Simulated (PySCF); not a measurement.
**Excitation energy of P²⁺ by level of theory**

P²⁺ [Ne] 3s2 3p1 (2P) → P²⁺ [Ne] 3s1 3p1 4s1 (4P), as a difference of total energies. All numbers are calculated (PySCF 2.14, no relativity, point nucleus, in dyall-av2z). Correlated levels: valence: [Ne] frozen; virtual orbitals above 40 to 60 times the deepest correlated orbital energy dropped. The calculations carry no spin-orbit coupling.

| method | excitation energy (cm⁻¹) |
| --- | --- |
| UHF | 171710 |
| LDA | 182070 |
| PBE | 181540 |
| PBE0 | 181230 |
| r2SCAN | 179540 |
| PBEsol | 180620 |
| wB97X-V | 183330 |
| B3LYP | 183920 |
| PW91 | 181790 |
| MP2 (valence) | 178600 |
| SCS-MP2 (valence) | 181100 |

The promoted electron is Rydberg-like, and one or two diffuse shells describe it only roughly, which tends to raise the upper state.
